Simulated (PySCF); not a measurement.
**Relaxation of singlet HfI₂**

Computed with PySCF, PBE0, basis Hf def2-TZVP with ECP60, I def2-TZVP with ECP28 (scalar-relativistic core potentials, no spin–orbit coupling, density fitting). A (50,194) grid was used.

A hand-made bent start, of C2v symmetry, held to at least that symmetry:

Coordinates in bohr (charge 0 multiplicity 1):
```
Hf    0.0000    0.0000   -1.8076
I     4.4118    0.0000    1.2815
I    -4.4118    0.0000    1.2815
```

**Question.** What does it relax to?

**Answer.** It ends at D∞h with Hf–I 2.674 Å (×2); I–Hf–I 180.0° (after a last refinement on a finer grid). A frequency run shows a minimum. Other isomers or separated fragments may lie lower.

**Question.** How much energy is released, and in how many steps?

**Answer.** 65.3 kJ/mol in 12 steps.

With an element this heavy the missing spin–orbit coupling can shift these numbers.

The relaxation took roughly 9 core-minutes on a shared host.
